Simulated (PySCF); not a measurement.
**Excitation energy of Rh by level of theory**

Rh [Kr] 4d8 5s1 (4F) → Rh [Kr] 4d8 5p1 (high-spin determinant), as a difference of total energies. Computed with PySCF 2.14 in def2-QZVPPD with the def2 core potential (28 electrons) (7s5p4d4f2g, 88 functions), with scalar relativity through the core potential. Correlated levels: valence: 4s2 4p6 frozen. The calculations carry no spin-orbit coupling.

```json
{"method": "UHF", "excitation energy (eV)": "3.022"}
{"method": "MP2 (valence)", "excitation energy (eV)": "3.584"}
{"method": "SCS-MP2 (valence)", "excitation energy (eV)": "3.462"}
{"method": "CCSD (valence)", "excitation energy (eV)": "3.464"}
{"method": "CCSD(T) (valence)", "excitation energy (eV)": "3.488"}
```

Task: How much does correlation contribute at CCSD(T) (valence)?

Result: 3.488 − (3.022) = 0.466 eV, measured against UHF.

The determinant of the upper state mixes LS terms, which raises its energy above the lowest term, most at the Hartree-Fock and MP2 levels.
